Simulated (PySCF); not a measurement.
C3H3F3, SMILES F/C=C\C(F)F.

The structure is a stationary point at PBE0-D3(BJ)/def2-SVP. One conformer was computed; it need not be the lowest.

Computed with PySCF with M06-2X/def2-TZVP.

Isolated molecule, no solvent.

Computed frontier levels, gap, dipole moment and polarisability:
The highest occupied level is -9.64 eV, the lowest empty level is 0.45 eV and the orbital gap comes out as 10.09 eV. The dipole moment comes out as 2.30 D and the quadrupole, principal values (traceless, Buckingham form, about the centre of nuclear charge) is -4.10, -3.90, 8.00 D·Å. The mean static polarisability is 37.2 bohr³ (5.51 Å³). The polarisability, principal values is 29.4, 34.4, 47.8 bohr³.
